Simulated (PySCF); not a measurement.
Correlation energy of Hg⁺ (mercury, charge +1)

[Xe] 4f14 5d10 6p1, 2P determinant (an excited configuration). Computed with PySCF 2.14 in aug-cc-pwCVDZ-PP with ECP60MDF (6s6p5d3f, 70 functions), with scalar relativity through the core potential. Frozen: 5s2 5p6; 11 electrons correlated.

MP2 pair energies summed by pair of shells (mhartree):

| pair | energy | share (%) |
| --- | --- | --- |
| 5d-5d | -293.82 | 90.8 |
| 5d-6p | -29.84 | 9.2 |

Total MP2 correlation energy: -323.65 mhartree.

Same-spin part -117.98 and opposite-spin part -205.67 mhartree; SCS-MP2 scales them by 1/3 and 6/5 to -286.14 mhartree.
